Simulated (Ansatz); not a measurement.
Consider the ligand exchange at the Si–O bond: `C[CH2][AlH][O][SiH3]` + `NB(N)O` → `NB(N)O[SiH3]` + `C[CH2][AlH][OH]`.

Program: Ansatz. Geometries: PBE0-D4/def2-TZVP. ΔE: electronic, gas phase. CCSD(T)/CBS is the MP2 limit (def2-TZVPP, def2-QZVPP) plus CCSD(T) − MP2 in def2-TZVPP, frozen cores. Functionals use def2-TZVPP. Each species was taken in one conformer, which may not be the lowest.

```
         level  ΔE (kJ/mol)
        PBE-D4         12.3
      PBE-QIDH         16.0
MP2/def2-TZVPP         15.0
MP2/def2-QZVPP         14.9
```

Task: What does CCSD(T)/CBS give? (An estimate is asked.)

Result: Ansatz gave: +14.8 kJ/mol. The listed levels differ from it by -2.5, 1.2, 0.2, 0.1 kJ/mol.

Largest T1 diagnostic among the species: 0.011.

At CCSD(T), def2-SVP lies +5.6 kJ/mol from the extrapolated value and def2-TZVPP +0.4 kJ/mol. From BLYP to BHLYP (50 % exact exchange), in def2-TZVPP and without D4, ΔE moves by +4.2 kJ/mol.
